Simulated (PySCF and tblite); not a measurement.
Values are calculated unless marked as measured or tabulated.
C3H5BrO, numbered as in [O:1]=[CH:2][CH2:3][CH2:4][Br:5].

Geometries PBE0-D3(BJ)/def2-SVP; weights from PBE0-D3(BJ)/def2-TZVP energies and GFN2-xTB thermal corrections, with symmetry numbers and mirror pairs. Conformers within 4 kcal/mol (GFN2-xTB free energy) were kept, 7 at most. GIAO shieldings: PBE0/pcSseg-1. Shifts are against TMS (¹H), TMS (¹³C) at the same level. Programs: PySCF with density fitting and tblite.

Torsions listed: O1–C2–C3–C4, C2–C3–C4–Br5. Of a mirror pair one member is shown.

```json
{"conformer": "1", "shape": "-1°, 180°", "symmetry": "Cs", "E(GFN2) kcal/mol": "0.00", "E(DFT) kcal/mol": "0.00"}
{"conformer": "2", "shape": "12°, 76°", "symmetry": "C1 (pair)", "E(GFN2) kcal/mol": "1.35", "E(DFT) kcal/mol": "0.75"}
{"conformer": "3", "shape": "-153°, 63°", "symmetry": "C1 (pair)", "E(GFN2) kcal/mol": "1.62", "E(DFT) kcal/mol": "1.30"}
{"conformer": "4", "shape": "151°, 67°", "symmetry": "C1 (pair)", "E(GFN2) kcal/mol": "1.20", "E(DFT) kcal/mol": "1.75"}
{"conformer": "5", "shape": "126°, 174°", "symmetry": "C1 (pair)", "E(GFN2) kcal/mol": "1.61", "E(DFT) kcal/mol": "1.97"}
```

Task: How much do the weights at 298.15 K and the averaged shift of C4 depend on how the conformers are weighted?

Result: 
```csv
weighting,1 (%),2 (%),3 (%),4 (%),5 (%),δ (ppm),rms dipole (D)
"DFT energy with thermal terms, symmetry and mirror images (full scheme)",54,26,10,5,4,34.7,2.62
DFT energy with symmetry and mirror images,51,29,11,5,4,34.6,2.68
bare DFT energy,67,19,7,4,2,34.8,2.45
GFN2-xTB energy with symmetry and mirror images,58,12,7,15,8,35.2,2.36
GFN2-xTB free energy,60,11,7,14,9,35.2,2.31
leading conformer alone,100,0,0,0,0,35.3,1.93
equal weights,20,20,20,20,20,35.0,2.69
"full scheme, search stopped after three starts",92,0,0,8,0,35.4,1.97
```

The largest departure from the full scheme, 0.8 ppm, comes with: full scheme, search stopped after three starts.

Thermal terms of a conformer that GFN2-xTB lacks, or places elsewhere, come from the nearest GFN2-xTB minimum; such a conformer stays in the set even outside the window. Spin–orbit effects of the heavy atoms on shieldings are missing.
